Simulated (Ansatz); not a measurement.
Start from `O=C(S)BF` and change one atom or group to get `O=C(S)N[SiH3]`.

Ansatz, PBE0-D4/def2-TZVP geometries, multiplicity 1. Each molecule was computed in one conformer, which needn't be the lowest.

| property | `O=C(S)BF` |
| --- | --- |
| HOMO energy (PBE/def2-TZVPP) / eV | -6.18 |
| HOMO–LUMO gap (PBE/def2-TZVPP) / eV | 2.74 |
| size of the dipole moment (PBE/def2-TZVPP) / D | 2.73 |
| HOMO–LUMO gap (ωB97M-V/def2-TZVPP) / eV | 9.55 |
| size of the dipole moment (ωB97M-V/def2-TZVPP) / D | 2.94 |
| LUMO energy (PBE/def2-TZVPP) / eV | -3.44 |

Give the same properties after the change, and the shifts. (An estimate is asked.)

The calculation gave: 
```
                                          property  `O=C(S)N[SiH3]`  shift
                 HOMO energy (PBE/def2-TZVPP) / eV            -6.59  -0.41
               HOMO–LUMO gap (PBE/def2-TZVPP) / eV             5.34   2.60
    size of the dipole moment (PBE/def2-TZVPP) / D             3.70   0.97
           HOMO–LUMO gap (ωB97M-V/def2-TZVPP) / eV            11.49   1.94
size of the dipole moment (ωB97M-V/def2-TZVPP) / D             3.86   0.92
                 LUMO energy (PBE/def2-TZVPP) / eV            -1.25   2.19
```

With PBE0 the HOMO falls by 0.22 eV and the LUMO rises by 2.18 eV, so the gap widens by about 2.40 eV. PBE moves the HOMO by -0.41 eV and ωB97M-V by -0.20 eV. Dipoles are sizes alone; their direction can turn.
